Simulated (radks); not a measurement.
Results of a calculation; reference values are marked as such.
Ionisation of F, [He] 2s2 2p5, to F+, [He] 2s2 2p4, under several functionals. Non-relativistic Kohn-Sham, spin-polarised, spherical densities, point nucleus; open shells are filled with parallel spins first; a radial shooting solver on a logarithmic mesh with Libxc functionals. Known Delta-SCF values: AM05 17.721 eV. What does XLYP give, and what is its highest occupied eigenvalue?

Answer. 17.920 eV by Delta-SCF; the 2p eigenvalue is -10.295 eV. NIST: 17.423 eV (measured).
